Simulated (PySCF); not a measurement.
An equivalent PySCF input for B (boron, neutral), [He] 2s2 2p1, 2P determinant, with the non-relativistic Hamiltonian (point nucleus):

```python
from pyscf import gto, scf, dft, mp, cc
import basis_set_exchange as bse
mol = gto.M(atom="B 0 0 0", charge=0, spin=1, symmetry="D2h",
            basis=gto.basis.parse(bse.get_basis("def2-TZVP", elements=["B"], fmt="nwchem", header=False)))
mf = dft.UKS(mol, xc="B3LYP")
mf.irrep_nelec = {'Ag': (2, 2), 'B2u': (1, 0)}
mf.kernel()
```

It reaches the same state as the run whose output follows, with an energy that differs only through the grid. The run itself started from symmetry-adapted Hartree-Fock orbitals and held the occupation by maximum overlap, on a logarithmic radial grid, so the iterations belong to that start.

```
SCF conv_tol = 1e-09
number electrons alpha = 3  beta = 2
XC functionals = B3LYP
    P. J. Stephens, F. J. Devlin, C. F. Chabalowski, and M. J. Frisch.,  J. Phys. Chem. 98, 11623 (1994)
cycle= 1 E= -24.6638458210984  delta_E= -0.0028  |g|= 0.00877  |ddm|= 0.0804
cycle= 2 E= -24.6639147957266  delta_E= -6.9e-05  |g|= 0.00257  |ddm|= 0.0167
cycle= 3 E= -24.6639202240315  delta_E= -5.43e-06  |g|= 0.000649  |ddm|= 0.00482
cycle= 4 E= -24.6639205550612  delta_E= -3.31e-07  |g|= 3.68e-05  |ddm|= 0.000886
cycle= 5 E= -24.6639205564004  delta_E= -1.34e-09  |g|= 2.2e-06  |ddm|= 7.17e-05
cycle= 6 E= -24.6639205564127  delta_E= -1.23e-11  |g|= 3.34e-07  |ddm|= 9.83e-06
converged SCF energy = -24.6639205564127  <S^2> = 0.75348433  2S+1 = 2.0034813
```
